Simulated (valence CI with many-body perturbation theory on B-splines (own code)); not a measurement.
The numbers below are computed, except where a source is named.
**Cs XV in three bases**

Method: relativistic CI+MBPT: five valence electrons over a frozen Dirac-Fock core [Kr], a basis of 7 s, 7 p, 8 d, 6 f, 4 g, 1 h functions for each j, with the one-electron correlation potential Σ1, the two-electron term Σ2, the three-electron term Σ3, Breit, model QED; selected CI, second order for the rest, scaled by the run's own slope (own B-spline code, finite nucleus).

No measured levels were compared; by estimate terms of the open shell hold to 2 to 4 % of their energy, and close levels can change places. Among the levels kept, up to 530 cm⁻¹ of a level comes from second order outside the variational space, and about a tenth of that is noise between levels of different J, which matters for small intervals. Only levels of the ground parity were solved; by the run's estimate the other parity begins above the list, which can be wrong where configurations are misplaced.

The reference run has the lowest level 4d⁵ ⁶S_5/2 and an ionisation energy of 351.578 eV. Its largest variational space holds 20256 state functions.

Names give the largest LS component (configuration and term), which can be under half, so a name can repeat, a term be missing and a line seem to break the LS rules; names also repeat where a configuration has a term twice. Letters in brackets count levels of one name in rising energy.

Changed runs:
A. basis 6 s, 6 p, 5 d, 5 f, 1 g
B. basis 5 s, 5 p, 4 d, 4 f

Excitation energies of the reference run in cm⁻¹, and shifts in cm⁻¹:

```tsv
Level	Reference	A	B
4d⁵ ⁴G_5/2 [a]	35122	+272	+1420
4d⁵ ⁴G_7/2	44873	+152	+1331
4d⁵ ⁴G_11/2	46582	+527	+1643
4d⁵ ⁴D_3/2	46873	+575	+1748
4d⁵ ⁴G_5/2 [b]	48312	+178	+1271
4d⁵ ⁴G_9/2	49010	+111	+1250
4d⁵ ⁴P_1/2	53372	+589	+1705
4d⁵ ⁴D_7/2	59153	+146	+1573
4d⁵ ⁴D_5/2	63809	+299	+1700
4d⁵ ⁴D_1/2	67709	+538	+1836
4d⁵ ²I_11/2	67761	+660	+2021
4d⁵ ⁴P_3/2	70402	+599	+1811
Ionisation energy (eV)	351.578	-0.022	-0.038
```
